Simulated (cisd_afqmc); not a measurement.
Input (AFQMC/CISD/cc-pV(D+d)Z; cisd_afqmc is a phaseless AFQMC code with CISD trial states that reads the integrals written by Ansatz): A basis named .json is the Basis Set Exchange file of that set.

Ansatz 0.2 input:
```python
import cisd_afqmc

open("ham.yaml", "w").write("""\
crystal:
  periodic: [false, false, false]
  atoms:
    - {symbol: C, position_ang: [-1.04781678, 0.10932316, -0.37262438]}
    - {symbol: Si, position_ang: [0.55917468, -0.05617443, 0.25288184]}
    - {symbol: H, position_ang: [-1.75364356, -0.72226433, -0.31024504]}
    - {symbol: H, position_ang: [-1.53931020, 1.08500379, -0.38271969]}
    - {symbol: H, position_ang: [1.75140889, -0.23223635, -0.61163467]}
basis:
  gaussian:
    orbitals: cc-pV_D+d_Z.json
total_charge: 1
magnetization: {spin_polarized: false}
correlation: {method: ccsd, electrons: outside_noble_gas, hamiltonian_folder: ham}
""")
rep = cisd_afqmc.ansatz("ham.yaml")
e_ccsd = rep["correlation"]["coupled_cluster"]["energy"]["hartree"]
out = cisd_afqmc.run("ham", e_ccsd, trial="CISD", walkers=200, populations=8, threads=8, dt=0.005, steps=40, early=24, settle=10, least=32,
    cut=5e-5, rank_cut=2e-4, target=0.0004, seconds=1500, seed=1, memory=17280, gpu=False)
```

Output:

```
orbitals 46, occupied [5], factors 270 of 519, rank of the doubles 93 of 205
E(HF) = -328.158017
E(CCSD) on the cut factors = -328.404085, shift to the whole factors -0.000013
Energy of the trial state on the determinant = -328.404058
  tau behind 7.2 of longer steps, mean of the populations' last blocks
   2.0  -328.41602
   4.0  -328.41596
   6.0  -328.41585
   8.0  -328.41679
blocks 350 (0 outliers left out), error by blocks joined: 1: 0.00016, 2: 0.00021, 4: 0.00024, 8: 0.00029, 16: 0.00028
E(AFQMC/CISD) = -328.41611 +/- 0.00029
```

A triplet may lie lower; no result for it is given here.
